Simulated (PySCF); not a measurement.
SMILES [CH2]CCCCCC (C7H15), doublet (GFN2-xTB optimised geometry):

```
22

C     -3.269     2.336     0.000
C     -2.721     0.972     0.000
C     -1.171     0.972     0.000
C     -0.607    -0.445     0.000
C      0.920    -0.449    -0.001
C      1.490    -1.866     0.002
C      3.014    -1.863    -0.001
H     -3.399     2.870     0.921
H     -3.372     2.880    -0.919
H     -3.052     0.428    -0.889
H     -3.054     0.427     0.888
H     -0.818     1.509     0.883
H     -0.818     1.510    -0.882
H     -0.970    -0.979    -0.882
H     -0.969    -0.980     0.881
H      1.283     0.087     0.879
H      1.282     0.083    -0.884
H      1.126    -2.403    -0.877
H      1.130    -2.397     0.886
H      3.399    -2.880     0.000
H      3.392    -1.354    -0.885
H      3.397    -1.350     0.878
```

Calculation: unrestricted CAM-B3LYP/def2-SVP (PySCF).

**Question.** What are the frontier orbital energies (α orbitals alone; a β orbital can be the lowest empty one) and the dipole moment?

**Answer.** HOMO-2 -10.50 eV, HOMO-1 -10.23 eV, HOMO -7.10 eV, LUMO 2.70 eV, LUMO+1 3.08 eV; dipole moment 0.36 D.

On the same geometry unrestricted PBE/def2-SVP (PySCF 2.14.0) gives HOMO-2 -7.62 eV, HOMO-1 -7.44 eV, HOMO -4.34 eV, LUMO 0.98 eV, LUMO+1 1.35 eV; dipole moment 0.45 D.

Meta-Löwdin charges at CAM-B3LYP/def2-SVP: C1 -0.22, C2 -0.16, C3 -0.15, C4 -0.16, C5 -0.15, C6 -0.15, C7 -0.28, H8 0.10, H9 0.10, H10 0.09, H11 0.09, H12 0.08, H13 0.08, H14 0.08, H15 0.08, H16 0.08, H17 0.08, H18 0.08, H19 0.08, H20 0.09, H21 0.09, H22 0.09.
